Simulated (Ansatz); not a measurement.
Steps of a relaxation of CH5BF2Si (`C[SiH2]B(F)F`) with RKS PBE-D4/def2-SVP.

```sh
$ ansatz run in.yaml --threads 4 --pin off --events-out ev --progress --plain --max-ram 10444MiB
```

```yaml
crystal:
  periodic: [false, false, false]
  atoms:
    - {symbol: C, position_ang: [-1.070800, -0.857300, 0.489400]}
    - {symbol: Si, position_ang: [0.503300, 0.099400, 0.534300]}
    - {symbol: B, position_ang: [0.827200, 0.906800, -1.208700]}
    - {symbol: F, position_ang: [1.039100, 0.082200, -2.372900]}
    - {symbol: F, position_ang: [1.009900, 2.330000, -1.327200]}
    - {symbol: H, position_ang: [-1.070100, -1.591100, -0.296300]}
    - {symbol: H, position_ang: [-1.907700, -0.100500, 0.231500]}
    - {symbol: H, position_ang: [-1.280700, -1.254100, 1.460800]}
    - {symbol: H, position_ang: [0.444500, 1.171600, 1.602000]}
    - {symbol: H, position_ang: [1.588500, -0.838200, 0.890100]}
basis:
  gaussian: {orbitals: def2-SVP}
hamiltonian: {xc: pbe, dispersion: d4}
relax: {f_tol: 0.03, max_steps: 200}
```

Positions (Å) and forces (eV/Å) along the path, 14 of 27 steps:

```xyz
10
step=1 energy=-15088.8358 eV
C    -1.071   -0.857    0.489   -1.551    2.165   -0.760
Si    0.503    0.099    0.534    0.065    0.222    1.147
B     0.827    0.907   -1.209    1.560    1.703   -3.365
F     1.039    0.082   -2.373   -0.600    2.332    2.535
F     1.010    2.330   -1.327   -0.488   -3.455   -0.254
H    -1.070   -1.591   -0.296    0.003   -0.951   -0.622
H    -1.908   -0.101    0.232    0.793   -0.939    0.350
H    -1.281   -1.254    1.461   -0.357   -0.747    1.051
H     0.445    1.172    1.602    0.012   -0.082   -0.120
H     1.589   -0.838    0.890    0.563   -0.248    0.037
10
step=5 energy=-15089.4880 eV
C    -1.111   -0.827    0.478   -0.012    0.001    0.069
Si    0.525    0.131    0.581   -0.033   -0.152    0.034
B     0.901    0.948   -1.246    0.084    0.168   -0.072
F     0.955    0.169   -2.332   -0.008    0.105    0.081
F     1.070    2.259   -1.450   -0.015   -0.227   -0.021
H    -1.066   -1.597   -0.318    0.025    0.009    0.001
H    -1.958   -0.149    0.255   -0.023    0.023   -0.018
H    -1.325   -1.332    1.441   -0.005   -0.024   -0.003
H     0.460    1.186    1.655    0.014    0.004   -0.029
H     1.631   -0.839    0.939   -0.026    0.093   -0.042
10
step=8 energy=-15089.4932 eV
C    -1.119   -0.841    0.487    0.014   -0.022    0.026
Si    0.509    0.127    0.575   -0.012    0.033    0.003
B     0.907    0.956   -1.246   -0.002   -0.029    0.009
F     0.913    0.193   -2.343   -0.001    0.012   -0.007
F     1.149    2.251   -1.436    0.019    0.012   -0.010
H    -1.062   -1.615   -0.304   -0.003    0.006   -0.002
H    -1.968   -0.168    0.254   -0.010    0.000   -0.002
H    -1.331   -1.343    1.452   -0.005    0.000   -0.008
H     0.448    1.198    1.633   -0.003   -0.015   -0.003
H     1.638   -0.810    0.930    0.003    0.004   -0.006
10
step=10 energy=-15089.4942 eV rejected
C    -1.119   -0.867    0.493   -0.011    0.028   -0.037
Si    0.484    0.142    0.566    0.068    0.043    0.017
B     0.920    0.966   -1.252   -0.085    0.137   -0.046
F     0.776    0.238   -2.366    0.071    0.156    0.087
F     1.330    2.230   -1.410   -0.047   -0.320   -0.035
H    -1.047   -1.653   -0.285    0.004    0.018   -0.002
H    -1.980   -0.212    0.246    0.002   -0.038    0.013
H    -1.323   -1.358    1.465    0.002    0.013    0.000
H     0.405    1.222    1.615   -0.012   -0.024   -0.015
H     1.637   -0.760    0.932    0.009   -0.014    0.018
10
step=11 energy=-15089.4963 eV
C    -1.120   -0.859    0.492    0.011    0.000   -0.002
Si    0.489    0.141    0.571   -0.005    0.052    0.002
B     0.907    0.963   -1.250    0.026   -0.016    0.024
F     0.813    0.224   -2.358   -0.010    0.039   -0.006
F     1.292    2.228   -1.419   -0.009   -0.041   -0.019
H    -1.049   -1.633   -0.298   -0.006    0.001   -0.002
H    -1.981   -0.202    0.256   -0.001   -0.016    0.007
H    -1.320   -1.363    1.458   -0.005    0.004   -0.006
H     0.414    1.218    1.621   -0.009   -0.013   -0.001
H     1.638   -0.768    0.932    0.009   -0.010    0.003
10
step=16 energy=-15089.5025 eV
C    -1.104   -0.883    0.485   -0.011   -0.007    0.024
Si    0.471    0.165    0.576    0.004    0.009   -0.004
B     0.906    0.967   -1.250   -0.016   -0.025    0.025
F     0.580    0.316   -2.369   -0.005    0.009   -0.013
F     1.532    2.131   -1.413    0.013    0.006   -0.002
H    -1.008   -1.655   -0.304    0.009   -0.002   -0.009
H    -1.985   -0.255    0.244    0.007    0.002   -0.003
H    -1.301   -1.395    1.449    0.007    0.008   -0.010
H     0.348    1.256    1.608   -0.002   -0.006   -0.007
H     1.644   -0.699    0.977   -0.006    0.006    0.000
10
step=17 energy=-15089.5012 eV rejected
C    -1.097   -0.899    0.484   -0.019    0.006    0.028
Si    0.461    0.173    0.575    0.014    0.014   -0.003
B     0.905    0.973   -1.253    0.075    0.101   -0.176
F     0.463    0.386   -2.376    0.141    0.214    0.230
F     1.657    2.072   -1.408   -0.236   -0.346   -0.021
H    -0.988   -1.680   -0.295    0.015    0.003   -0.013
H    -1.984   -0.284    0.230    0.015   -0.006   -0.003
H    -1.295   -1.402    1.453    0.011    0.015   -0.015
H     0.313    1.274    1.595    0.000   -0.014   -0.020
H     1.648   -0.663    0.998   -0.015    0.012   -0.007
10
step=18 energy=-15089.5037 eV
C    -1.100   -0.891    0.485   -0.010   -0.003    0.021
Si    0.467    0.168    0.575    0.003    0.012   -0.005
B     0.904    0.969   -1.251   -0.007   -0.025    0.017
F     0.522    0.351   -2.372    0.011    0.039    0.009
F     1.591    2.100   -1.408   -0.011   -0.027   -0.015
H    -0.997   -1.667   -0.300    0.008    0.000   -0.007
H    -1.984   -0.269    0.235    0.008   -0.003   -0.003
H    -1.298   -1.397    1.451    0.004    0.007   -0.011
H     0.331    1.265    1.600    0.000   -0.007   -0.007
H     1.646   -0.682    0.987   -0.006    0.006   -0.001
10
step=20 energy=-15089.5049 eV
C    -1.095   -0.900    0.483   -0.006   -0.001    0.004
Si    0.463    0.172    0.575    0.021   -0.005   -0.001
B     0.905    0.967   -1.251   -0.036    0.043   -0.014
F     0.442    0.406   -2.372    0.056    0.058    0.044
F     1.661    2.056   -1.404   -0.040   -0.096   -0.027
H    -0.977   -1.684   -0.291    0.002    0.002    0.000
H    -1.979   -0.286    0.216    0.006   -0.005   -0.001
H    -1.299   -1.396    1.453    0.001    0.003   -0.005
H     0.312    1.276    1.590    0.001   -0.002   -0.006
H     1.648   -0.663    1.003   -0.006    0.004    0.005
10
step=21 energy=-15089.5063 eV
C    -1.091   -0.906    0.483    0.004   -0.001   -0.001
Si    0.460    0.175    0.576   -0.003   -0.005    0.002
B     0.900    0.970   -1.250    0.001    0.005   -0.007
F     0.398    0.446   -2.371   -0.005    0.002    0.006
F     1.707    2.018   -1.408    0.004   -0.005    0.003
H    -0.964   -1.693   -0.287    0.001    0.000    0.002
H    -1.977   -0.299    0.207    0.000    0.000   -0.001
H    -1.298   -1.398    1.454   -0.001    0.000    0.000
H     0.300    1.284    1.585   -0.001    0.001   -0.003
H     1.649   -0.648    1.014   -0.001    0.003   -0.001
10
step=23 energy=-15089.5071 eV
C    -1.086   -0.913    0.482    0.002   -0.002   -0.010
Si    0.457    0.178    0.577   -0.003   -0.006    0.001
B     0.897    0.971   -1.249    0.013    0.017   -0.066
F     0.339    0.495   -2.367    0.034    0.039    0.064
F     1.763    1.974   -1.409   -0.043   -0.052   -0.003
H    -0.948   -1.707   -0.280   -0.002    0.003    0.008
H    -1.973   -0.314    0.192    0.003   -0.002    0.002
H    -1.299   -1.398    1.456   -0.001   -0.001    0.002
H     0.284    1.293    1.577   -0.002   -0.001    0.000
H     1.651   -0.631    1.024   -0.002    0.004    0.001
10
step=24 energy=-15089.5072 eV
C    -1.083   -0.918    0.482    0.003   -0.001   -0.015
Si    0.455    0.180    0.577   -0.006   -0.010    0.005
B     0.895    0.972   -1.249    0.038    0.052   -0.116
F     0.302    0.531   -2.364    0.062    0.055    0.110
F     1.796    1.945   -1.412   -0.094   -0.102    0.004
H    -0.937   -1.717   -0.274   -0.003    0.004    0.010
H    -1.970   -0.324    0.181    0.004   -0.002    0.003
H    -1.301   -1.396    1.457    0.000   -0.001    0.003
H     0.274    1.298    1.573   -0.003    0.001   -0.001
H     1.652   -0.621    1.033   -0.002    0.003   -0.002
10
step=26 energy=-15089.5080 eV
C    -1.080   -0.922    0.480    0.001    0.001    0.001
Si    0.455    0.179    0.576   -0.001   -0.002   -0.001
B     0.896    0.974   -1.250    0.002    0.002    0.001
F     0.275    0.562   -2.357   -0.003    0.002   -0.002
F     1.819    1.921   -1.416    0.002   -0.002   -0.001
H    -0.931   -1.728   -0.267    0.001   -0.001    0.001
H    -1.966   -0.332    0.171   -0.001   -0.001   -0.001
H    -1.302   -1.392    1.459   -0.001   -0.001    0.000
H     0.264    1.300    1.568   -0.001    0.001    0.000
H     1.654   -0.613    1.039    0.001    0.001    0.001
10
step=27 energy=-15089.5083 eV
C    -1.076   -0.929    0.479   -0.005    0.001    0.008
Si    0.453    0.181    0.576    0.000    0.010   -0.004
B     0.894    0.978   -1.250    0.015   -0.015   -0.013
F     0.233    0.609   -2.350    0.016    0.024    0.020
F     1.859    1.882   -1.422   -0.029   -0.017   -0.005
H    -0.919   -1.743   -0.257    0.002    0.000   -0.001
H    -1.961   -0.344    0.156    0.001   -0.003   -0.001
H    -1.305   -1.388    1.462    0.000    0.001   -0.004
H     0.250    1.305    1.561   -0.001   -0.003    0.001
H     1.655   -0.601    1.047    0.000    0.001    0.000
```

Run time 22 s (4 threads of an Arm Neoverse V2 on a shared host); peak host memory 0.15 GiB.
